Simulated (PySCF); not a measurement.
# How the method changes the shape and vibrations of GeH3O anion

All numbers below are calculated, not measured. They come from PySCF 2.14.0, an open-source quantum chemistry program, on an isolated molecule that a program drew, which may never have been made. The molecule is GeH3O anion (charge -1, singlet), drawn as the SMILES string `[O-][GeH3]`.

The geometry was optimised and harmonic frequencies were computed with HF and MP2, all in the aug-cc-pVDZ basis, for the commonest isotopes, with a restricted reference for singlets and an unrestricted one otherwise, and a frozen core in MP2. Germanium has the aug-cc-pVDZ-PP basis, with a core potential (ECP10MDF) in place of its 10 inner electrons, and its 3s, 3p and 3d shells are frozen in MP2. Each result is a local minimum of its method.

Geometry at the HF minimum:
```xyz
5
GeH3O anion, angstrom
O     1.3410   -1.0316   -0.1302
Ge    0.6724   -1.1425    1.4166
H    -0.1086    0.1334    1.9200
H     1.6962   -1.4012    2.5897
H    -0.3853   -2.2952    1.6263
```

Lengths of the bonds as drawn, in Å (atoms numbered as above):
```
  bond     HF    MP2
O1-Ge2  1.689  1.737
Ge2-H3  1.578  1.585
Ge2-H4  1.578  1.585
Ge2-H5  1.578  1.585
```

Rotational constants, in GHz:
```
constant     HF    MP2
       A  82.74  82.22
       B  11.64  11.06
       C  11.64  11.06
```

Harmonic frequencies in cm^-1, each column in rising order, so a row needn't be the same motion in every method:
```
rank    HF   MP2
   1   672   618
   2   672   618
   3   878     ?
   4   950   895
   5   950   895
   6   973   917
   7  1927  1888
   8  1927  1888
   9  2036  1970
```

**Estimate the missing MP2 frequency from the HF column.**

A single factor s that minimises the squared misfit of MP2 against s times HF over the other rows is sum(HF x MP2) / sum(HF^2) = 0.9661, with an rms misfit of 25 cm^-1. For rank 3 it gives 0.9661 x 878 = 848 cm^-1. The calculation gives 804 cm^-1, 44 cm^-1 below the estimate. The drawn bonds are on average 1.0 % longer in MP2 than in HF.
